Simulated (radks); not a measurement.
Excited configurations of Ho I: one electron is placed in a higher orbital outside [Xe] 4f11 6s1. The ground configuration is [Xe] 4f11 6s2. All-electron calculation, Dirac Kohn-Sham, BLYP, spin-unpolarised, spherical densities, finite nucleus; open shells are shared between the two j in proportion to 2j + 1; Fermi nuclear charge, rms radius 5.2022 fm. Program: a radial shooting solver on a logarithmic mesh with Libxc functionals. Excitation = E - E(ground); binding = E(ion) - E, where the ion is the core of charge +1; n* = 1/sqrt(2 binding) in atomic units, and the quantum defect is n - n*. Eigenvalue and <r> are those of j = l + 1/2.

outer orbital  excitation (eV)  binding (eV)     n*  quantum defect  eigenvalue (eV)  <r> (bohr)
5d                       2.797         3.474  1.979           3.021           -0.700       4.166
6p                       2.779         3.492  1.974           4.026           -1.545       5.788
7s                       4.183         2.088  2.552           4.448           -1.159       9.971

The Delta-SCF ionisation energy is 6.272 eV (NIST Atomic Spectra Database: 6.022 eV, measured). Self-interaction in the functional shifts the binding energies and quantum defects, so they are the method's values and not measured ones. Spin polarisation and multiplet splitting are left out, so open shells lie too high by an amount that depends on their filling. Sharing an open shell by 2j + 1 raises it above the true ground level by a part of the spin-orbit splitting, which enters the differences from NIST.

Beside tabulated values, note that spin-unpolarised runs miss the spin-polarisation part of the exchange energy of open shells.
